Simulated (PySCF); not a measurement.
Compound: CH10BNOSi.
SMILES: `C([NH2+][BH3-])O[SiH3]`

Jobs on this species (15 atoms, 50 electrons) with PySCF (density fitting). Hardware of each: one thread of an Arm Neoverse V1, shared host. Other jobs ran on the host; a repeat could differ by tens of per cent or more. Peak memory is the resident size of the whole Python process, interpreter and libraries included.

```
                                                                 level and settings                                                          work  basis functions  SCF cycles  wall time  peak memory
 delta-SCF UKS SCAN, pcX-2 on the ionised atom, pcseg-1 elsewhere, non-relativistic                                 ΔSCF core ionisation, 6 holes              166           ?          ?            ?
    delta-SCF UKS SCAN, pcX-1 on the ionised atom, pcseg-1 elsewhere, spin-free X2C                                 ΔSCF core ionisation, 6 holes              146          95       37 s     0.49 GiB
     delta-SCF UKS PBE, pcX-2 on the ionised atom, pcseg-1 elsewhere, spin-free X2C                                 ΔSCF core ionisation, 6 holes              166          97       27 s     0.66 GiB
    delta-SCF UKS PBE0, pcX-2 on the ionised atom, pcseg-1 elsewhere, spin-free X2C                                 ΔSCF core ionisation, 6 holes              166          85       48 s     0.71 GiB
                                                 PBE0-D3(BJ)/def2-SVP, grid level 1  geometry optimisation from a GFN2-xTB start shaken at random              124          42       39 s     0.51 GiB
    delta-SCF UKS SCAN, pcX-2 on the ionised atom, pcseg-1 elsewhere, spin-free X2C                                 ΔSCF core ionisation, 6 holes              166          96       44 s     0.61 GiB
delta-SCF UKS SCAN, def2-TZVP on the ionised atom, pcseg-1 elsewhere, spin-free X2C                                 ΔSCF core ionisation, 6 holes              143          95       42 s     0.49 GiB
      delta-SCF UKS HF, pcX-2 on the ionised atom, pcseg-1 elsewhere, spin-free X2C                                 ΔSCF core ionisation, 6 holes              166          79       27 s     0.56 GiB
   delta-SCF UKS B3LYP, pcX-2 on the ionised atom, pcseg-1 elsewhere, spin-free X2C                                 ΔSCF core ionisation, 6 holes              166          86       50 s     0.71 GiB
```

Fill in the missing figures.

- delta-SCF UKS SCAN, pcX-2 on the ionised atom, pcseg-1 elsewhere, non-relativistic; ΔSCF core ionisation, 6 holes: 45 s, 0.69 GiB, 96 SCF cycles

What do all jobs in the table cost together?

About 6.0 min; the longest takes about 14 % of that, and about 1.9 times as long as the shortest.
